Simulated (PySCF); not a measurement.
A structure optimised at PBE0-D3(BJ)/def2-SVP, used in a PySCF frequency run:

```xyz
8

Al     1.1047     0.9932     0.0000
H      2.6728     1.0377     0.0000
I     -0.1567    -1.1355     0.0000
O      0.2441     2.4429     0.0000
C     -1.0634     2.9169     0.0000
H     -1.2447     3.5435     0.8901
H     -1.2447     3.5435    -0.8901
H     -1.8107     2.1023     0.0000
```
Charge 0, spin multiplicity 1.

Q: Write its SMILES, formula and point group.

A: C[O][AlH][I], CH4AlIO, Cs

Q: What are its rotational constants (standard atomic weights)?

A: 7.7504, 1.2173, 1.0591 GHz
